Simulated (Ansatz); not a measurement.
Start from `C=C1[SiH2]C1Br` and change one atom or group to get `C=C1C[SiH2]1`.

Ansatz, PBE0-D4/def2-TZVP geometries, multiplicity 1. 

Scalar relativity is left out up to krypton.

```csv
property,`C=C1[SiH2]C1Br`
HOMO energy (PBE0/def2-TZVPP) / eV,-7.12
LUMO energy (ωB97M-V/def2-TZVPP) / eV,0.54
HOMO energy (B3LYP/def2-TZVPP) / eV,-6.89
size of the dipole moment (PBE/def2-TZVPP) / D,1.89
HOMO–LUMO gap (B3LYP/def2-TZVPP) / eV,5.22
size of the dipole moment (B3LYP/def2-TZVPP) / D,2.05
```

(1) Give the same properties after the change, and the shifts. (An estimate is asked.)

Answers

(1) Computed: 
```
                                        property  `C=C1C[SiH2]1`  shift
              HOMO energy (PBE0/def2-TZVPP) / eV           -7.29  -0.17
           LUMO energy (ωB97M-V/def2-TZVPP) / eV            1.51   0.97
             HOMO energy (B3LYP/def2-TZVPP) / eV           -7.08  -0.19
  size of the dipole moment (PBE/def2-TZVPP) / D            0.24  -1.65
           HOMO–LUMO gap (B3LYP/def2-TZVPP) / eV            6.32   1.10
size of the dipole moment (B3LYP/def2-TZVPP) / D            0.22  -1.83
```

With PBE0 the HOMO falls by 0.17 eV and the LUMO rises by 0.93 eV, so the gap widens by about 1.10 eV. PBE moves the HOMO by -0.16 eV and ωB97M-V by -0.20 eV. Dipoles are sizes alone; their direction can turn.

B3LYP here is the variant with VWN-RPA as its local correlation; programs differ in this.

Spin–orbit coupling is left out; it splits and shifts lone-pair levels of the heavy atoms by tenths of an eV.
